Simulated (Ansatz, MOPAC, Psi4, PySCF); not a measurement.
Pair of molecules: H2O (SMILES O) (first 3 atoms) with CHN (SMILES C#N); geometry from B3LYP-D3(BJ)/def2-TZVP.
(charge 0, multiplicity 1):
```xyz
6

O     -0.14302     0.06523    -0.65726
H      0.79134    -0.06066    -0.84780
H     -0.20066     0.07223     0.30791
C     -0.27947     0.07920     3.55475
N     -0.13932     0.06158     2.41914
H     -0.41119     0.09573     4.61362
```

Monomers are frozen at their geometry in the pair; levels with a basis set take the counterpoise correction. Rows marked so take none.

Cores are frozen in the correlated methods. Rows in 6-31G* carry no dispersion term and start afresh at each structure (6-31G* with six Cartesian d functions). The state that AM1 reach isn't checked.

Codes used: Ansatz (a program for electronic structure); MOPAC for AM1 (differences of heats of formation); Psi4 for SAPT; PySCF for 6-31G* rows, the dispersion terms. Values without a source in brackets are computed.

```json
[
 {"level": "AM1", "interaction energy (kcal/mol)": "0.42"},
 {"level": "PBE-D4/def2-TZVPPD", "interaction energy (kcal/mol)": "…"},
 {"level": "BLYP-D3(BJ)/def2-TZVPPD", "interaction energy (kcal/mol)": "-3.85"},
 {"level": "r2SCAN-D3(BJ)/def2-TZVPPD", "interaction energy (kcal/mol)": "-3.82"},
 {"level": "B3LYP/6-31G* (no counterpoise)", "interaction energy (kcal/mol)": "-4.35"},
 {"level": "CAM-B3LYP-D3(BJ)/def2-TZVPPD", "interaction energy (kcal/mol)": "-4.31"},
 {"level": "CAM-B3LYP-D4/def2-TZVPPD", "interaction energy (kcal/mol)": "-4.32"},
 {"level": "B2PLYP-D4/def2-TZVPPD", "interaction energy (kcal/mol)": "-3.96"},
 {"level": "SAPT0/jun-cc-pV(D+d)Z", "interaction energy (kcal/mol)": "-3.92"}
]
```

Question: Complete the blanks.

Answer: 
- PBE-D4/def2-TZVPPD, interaction energy (kcal/mol): -4.21
